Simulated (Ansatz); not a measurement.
Consider the cleavage of the Si–B bond: `O[SiH2]B(F)F` + `[SiH3]CS` → `O[SiH2]SC[SiH3]` + `FBF`.

Program: Ansatz. Geometries: PBE0-D4/def2-TZVP. ΔE: electronic, gas phase. CCSD(T)/CBS is the MP2 limit (def2-TZVPP, def2-QZVPP) plus CCSD(T) − MP2 in def2-TZVPP, frozen cores. This one scheme is used for every species. DFT in def2-TZVPP. Each species was taken in one conformer, which may not be the lowest.

`O[SiH2]B(F)F`:

Cartesian coordinates in Å:
```
O -0.239 -1.477 1.038
Si -0.223 0.142 0.725
B 0.158 0.525 -1.240
F 0.018 1.729 -1.762
F 0.584 -0.421 -2.061
H 0.459 -2.015 0.662
H -1.561 0.656 1.104
H 0.804 0.861 1.534
```

`[SiH3]CS`:

```xyz
9

Si    0.436    0.872    0.465
C     0.209   -0.667   -0.587
S    -1.547   -1.048   -0.832
H    -0.162    2.044   -0.222
H     1.881    1.129    0.717
H    -0.248    0.666    1.770
H     0.608   -0.483   -1.588
H     0.740   -1.530   -0.180
H    -1.917   -0.982    0.457
```

`O[SiH2]SC[SiH3]`:

Cartesian coordinates in Å:
```
O 0.527 -2.397 -2.200
Si 0.602 -1.430 -0.875
S -1.286 -0.464 -0.614
C -0.756 1.190 -0.047
Si -0.168 1.116 1.735
H 0.151 -2.011 -2.994
H 0.972 -2.345 0.226
H 1.601 -0.331 -0.997
H 0.010 1.587 -0.716
H -1.636 1.830 -0.140
H 0.283 2.456 2.203
H -1.271 0.632 2.602
H 0.974 0.166 1.818
```

`FBF`:

Cartesian coordinates in Å:
```
F 0.671 -1.076 -0.252
B -0.039 -0.003 0.008
F 0.571 1.160 -0.004
H -1.203 -0.082 0.248
```

Q: Is it downhill or uphill in electronic energy at CCSD(T)/CBS, and by how much? (Best estimate.)

A: The calculation gave: Downhill: ΔE = -22.9 kcal/mol.

Q: What do these levels give: r2SCAN, HF/def2-TZVPP, MP2/def2-TZVPP, CCSD/def2-TZVPP, HF/def2-QZVPP, MP2/def2-QZVPP? (An estimate is asked.)

A: Ansatz gave: r2SCAN -21.8, HF/def2-TZVPP -21.3, MP2/def2-TZVPP -24.8, CCSD/def2-TZVPP -21.5, HF/def2-QZVPP -21.3, MP2/def2-QZVPP -25.3 kcal/mol.

Largest T1 diagnostic among the species: 0.013.

The D4 term adds −2.4 kcal/mol with B3LYP and −1.3 kcal/mol with PBE0; it sums over pairs of atoms, weighted by their polarisabilities, and B3LYP, whose exchange is more repulsive, gets the larger term. In def2-TZVPP, CCSD(T) changes the Hartree–Fock value by −0.7 kcal/mol (the triples alone add −0.5 kcal/mol) and MP2 by −3.5 kcal/mol.

B3LYP here is the variant with VWN-RPA as its local correlation; programs differ in this.
